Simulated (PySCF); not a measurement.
C2H8N2Si2, SMILES N[Si@H]1[C@H]([SiH3])N=C1. Atoms are numbered in the order given.

```xyz
14

N      2.3612    -1.0385     0.6443
Si     0.9842    -0.5758    -0.2619
C      0.8424     1.0175    -1.2731
N     -0.1710     1.4827    -0.6311
C     -0.4212     0.5053     0.4629
Si    -2.2033    -0.1152     0.4879
H      2.7748    -1.9590     0.5793
H      2.9023    -0.4032     1.2165
H      0.5498    -1.8152    -0.9769
H      1.2411     1.5487    -2.1500
H     -0.2061     0.9652     1.4437
H     -2.3414    -1.1378     1.5723
H     -3.1774     0.9894     0.7407
H     -2.5330    -0.7601    -0.8202
```
Charge 0, spin multiplicity 1.

Geometry: PBE0-D3(BJ)/def2-SVP. The structure was generated by enumeration; whether it is a known compound was not checked. Other conformers were not sampled.

These are PySCF with PBE0-D3(BJ)/def2-SVP values and carry that method's errors.

Frequencies are harmonic and unscaled.

| mode | ν (cm⁻¹) | IR (km/mol) | moving atoms (share of kinetic energy) |
|---|---|---|---|
| 1 | 88 | 9.4 | N 49 %, H 21 %, Si 20 %, C 10 % |
| 2 | 112 | 31.1 | H 45 %, N 28 %, Si 14 %, C 12 % |
| 3 | 132 | 3.2 | Si 41 %, C 24 %, H 24 %, N 11 % |
| 4 | 150 | 6.6 | H 95 % |
| 5 | 190 | 25.4 | H 37 %, N 33 %, Si 23 % |
| 6 | 259 | 62.7 | H 65 %, C 16 %, Si 12 % |
| 7 | 346 | 58.5 | H 72 %, N 17 % |
| 8 | 402 | 3.9 | N 32 %, Si 24 %, C 22 %, H 22 % |
| 9 | 503 | 11.9 | Si 36 %, C 25 %, N 24 %, H 16 % |
| 10 | 522 | 2.9 | H 57 %, Si 26 %, C 15 % |
| 11 | 621 | 37.3 | H 61 %, Si 15 %, N 14 %, C 11 % |
| 12 | 654 | 11.7 | H 80 %, C 10 % |
| 13 | 703 | 30.1 | H 70 %, C 22 % |
| 14 | 747 | 75.4 | H 55 %, Si 21 %, C 21 % |
| 15 | 791 | 53.0 | H 43 %, C 38 %, Si 12 % |
| 16 | 850 | 64.7 | H 51 %, C 24 %, N 23 % |
| 17 | 884 | 46.1 | N 40 %, H 37 %, Si 20 % |
| 18 | 903 | 24.2 | H 77 %, C 18 % |
| 19 | 912 | 269.7 | H 78 %, Si 12 % |
| 20 | 933 | 117.4 | H 63 %, Si 20 %, N 12 % |
| 21 | 940 | 57.4 | H 97 % |
| 22 | 948 | 33.3 | H 94 % |
| 23 | 994 | 7.4 | C 42 %, H 36 %, N 20 % |
| 24 | 1051 | 93.6 | C 51 %, H 37 % |
| 25 | 1185 | 5.9 | H 78 %, C 19 % |
| 26 | 1266 | 9.6 | H 70 %, C 19 %, N 11 % |
| 27 | 1534 | 59.8 | H 89 %, N 11 % |
| 28 | 1644 | 6.4 | C 51 %, N 46 % |
| 29 | 2218 | 54.6 | H 97 % |
| 30 | 2223 | 128.2 | H 97 % |
| 31 | 2230 | 113.8 | H 97 % |
| 32 | 2235 | 129.6 | H 96 % |
| 33 | 3082 | 2.8 | H 92 % |
| 34 | 3145 | 26.9 | H 91 %, C 9 % |
| 35 | 3636 | 56.9 | H 96 % |
| 36 | 3742 | 51.6 | H 91 %, N 9 % |
